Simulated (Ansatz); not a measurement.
Basis-set extrapolation for `NB(O)O[SiH3]` (PBE0-D4/def2-TZVP geometry, frozen core, the Gaussian-basis code of Ansatz). Multiplicity 1, RHF reference.

|  | def2-TZVPP | def2-QZVPP |
| --- | --- | --- |
| HF | -521.605483 | -521.626434 |
| MP2 correlation | -0.905604 | -0.975999 |
| CCSD(T) correlation | -0.972980 | not run |

Energies in hartree. Use E(X) = E(∞) + A·exp(−7.88·√X) for Hartree–Fock and E(X) = E(∞) + B·X^(−2.97) for correlation, with X = 3 and 4, and add CCSD(T) minus MP2 of the smaller set to the MP2 limit.

Problem. What is the CCSD(T) energy at the basis-set limit?

Solution. HF limit: -521.626434 + (-0.020951) × 0.13774 = -521.62932. MP2 limit: -0.975999 + (-0.070395) × 0.74074 = -1.02814. Higher-order term: -0.972980 − (-0.905604) = -0.06738. Total: -522.72484 hartree, 3.98 eV below CCSD(T)/def2-TZVPP.
